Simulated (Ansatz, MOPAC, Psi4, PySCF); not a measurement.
Molecule: difluoroboranylsilane, BSiH$_{3}$F$_{2}$, net charge 0, singlet state. SMILES: B(F)([SiH3])F
Coordinates optimised at B3LYP-D3(BJ)/def2-TZVP (Ansatz, a first-principles code):
```xyz
7

F      1.3008     1.1169    -0.1169
B      0.5869     0.0083     0.0016
F      1.2739    -1.1170     0.1334
Si    -1.4476     0.0010    -0.0095
H     -1.9247    -0.8963    -1.0885
H     -1.9832     1.3635    -0.2245
H     -1.9336    -0.5219     1.2898
```
Charge 0, spin multiplicity 1.

Wanted: size of the dipole moment, in D. Set-up: non-relativistic; LANL2DZ with its own core potentials from Na on; 6-311+G** with 5d, 6d on Na to Ar in Ansatz; six Cartesian d functions in 6-31G* and its kin unless marked 5d; no dispersion term unless named; spin-orbit terms left out. Ab initio and DFT rows: single points at B3LYP-D3(BJ) geometries (Ansatz). Semi-empirical rows: dipoles at the shared geometry.

```
level               program  size of the dipole moment (D)
------------------  -------  -----------------------------
AM1                   MOPAC                           1.50
PM3                   MOPAC                           1.86
MNDO                  MOPAC                           2.18
BP86/def2-SVP         PySCF                           0.61
B3LYP/STO-3G         Ansatz                           0.33
B3LYP/LANL2DZ        Ansatz                           1.51
B3LYP/6-31G          Ansatz                           1.09
B3LYP/6-31+G*        Ansatz                           1.05
B3LYP/cc-pVDZ        Ansatz                           0.80
M06-2X/6-31G* (5d)    PySCF                           0.80
wB97X-D/6-31G*         Psi4                           0.72
wB97X-D/6-311+G**      Psi4                           1.10
B3PW91/6-31G* (5d)    PySCF                           0.66
```

No value to compare with is used here. The 13 habitual levels span 0.33 (B3LYP/STO-3G) to 2.18 D (MNDO).

The levels are drawn from those run, B3LYP/6-31G* more often than the rest, none by its result; left out are runs that failed, that the program found above a lower state of the same kind, or whose <S^2> lies over 0.5 above the pure value.
